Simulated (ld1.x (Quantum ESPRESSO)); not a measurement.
**Logarithmic derivatives: silver (Ag), TM semilocal**

| Quantity | Value |
| --- | --- |
| Element | silver (Ag) |
| Generator | ld1.x (Quantum ESPRESSO) 7.5 |
| Type | norm-conserving Troullier–Martins (semilocal form) |
| Functional | LDA (PZ) |
| Relativity | scalar-relativistic |
| Frozen core | [Kr] |
| Valence charge | 11 |
| Reference configuration | 4d10 5s0.75 5p0.25 |
| Partial waves | 5p (bound): rc 3.90 bohr; 4d (bound): rc 1.15 bohr; 5s (bound): rc 2.45 bohr |
| Local potential | the s channel |
| Core correction | Bessel-smoothed model core inside 1.05 bohr |

The phase is arctan(r·u′/u) with u = r·R(r), unwrapped; energies in Ry, scanned from -3 to 5 Ry. A pole is an energy at which the radial function vanishes at the test radius. The pseudo phase is shifted by a multiple of π to meet the all-electron one at the reference energy, and phase errors are pseudo minus all-electron; the curves can meet again beyond the range given. Levels narrower than the energy grid can be missing from the lists of poles.

```tsv
channel	radius (bohr)	reference energy (Ry)	poles, all-electron	poles, pseudo	unbroken range about the reference energy with phases within 0.05 rad	phase error 1 Ry above the reference energy (rad)
s	4.24	-0.38	-0.13, 2.52	-0.14, 2.37	below 0.8	-0.014
p	4.24	-0.09	0.44, 3.23	0.43, 2.74	below 1.0	-0.028
d	4.24	-0.60	-0.59, 1.50, 4.60	-0.59, 1.50, 4.60	the whole range	-0.000
```

Phases in the s channel:

| E (Ry) | all-electron | pseudo |
| --- | --- | --- |
| -3.00 | 1.427 | 1.427 |
| -2.52 | 1.411 | 1.411 |
| -2.04 | 1.389 | 1.389 |
| -1.56 | 1.354 | 1.354 |
| -1.08 | 1.280 | 1.280 |
| -0.60 | 0.849 | 0.849 |
| -0.12 | -1.583 | -1.583 |
| 0.36 | -1.824 | -1.828 |
| 0.84 | -2.378 | -2.436 |
| 1.32 | -4.258 | -4.308 |
| 1.80 | -4.578 | -4.598 |
| 2.28 | -4.679 | -4.698 |
| 2.76 | -4.742 | -4.768 |
| 3.24 | -4.802 | -4.860 |
| 3.72 | -4.898 | -5.175 |
| 4.20 | -5.234 | -7.419 |
| 4.68 | -7.285 | -7.729 |
